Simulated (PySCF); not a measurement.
CH₃O₂Si (doublet state).
Atom-mapped SMILES: `[O:1]=[C:2][O:3][SiH3:4]` (hydrogens: H5, H6, H7 on Si4)

Structure used (GFN2-xTB), in Å, numbered top down from 1:
```
atom  x, y, z in Å
O1     2.0847   -0.3983    1.1533
C2     1.7323   -0.5884    0.0284
O3     0.6446   -0.3906   -0.6089
Si4   -0.8680    0.2476   -0.1968
H5    -1.4279   -0.5890    0.8567
H6    -1.4964    0.1003   -1.4989
H7    -0.6660    1.6233    0.2393
```

The hyperfine couplings belong to this conformer and change with its torsions.

Theory: PySCF, UKS B3LYP, pcH-1 on C H O Si, non-relativistic, mean-field spin-orbit, GIAO. The structure is a single GFN2-xTB conformer in the gas phase; no vibrational or solvent corrections. A GFN2-xTB geometry isn't a minimum of the functional, and hyperfine couplings can be far from their values at a DFT geometry. The SCF solution wasn't tested for stability.

The isotropic 17O couplings are -263.2, -62.4 MHz. Assign them to O1; O3.

```csv
site,a_iso (MHz),ρ(0) (bohr⁻³),position,distance from C2 (Å),spin population,largest |T| (MHz)
O1,-62.4,+0.1033,1 bond from C2,1.19,+0.18,91.4
O3,-263.2,+0.4343,1 bond from C2,1.28,+0.02,23.2
```

ρ(0) is the spin density at the nucleus and T the dipolar tensor; a_iso includes a spin–orbit part; entries for several nuclei are means. Largest spin populations (Mulliken): C2 (+0.70), O1 (+0.18) and Si4 (+0.09).

Nuclei that the bonding pattern makes equivalent are averaged, as if the motion that swaps them (rotation, inversion, ring flip) were fast. The three 1H nuclei of mean +0.9 MHz run from -2.8 to 2.9 MHz in the frozen geometry.

The run took 13 s wall (grids of density and orbitals included) on an Arm Neoverse V1 with one thread, shared host with 64 logical CPUs at a one-minute load of 31, and the process peaked at 0.51 GiB of memory.
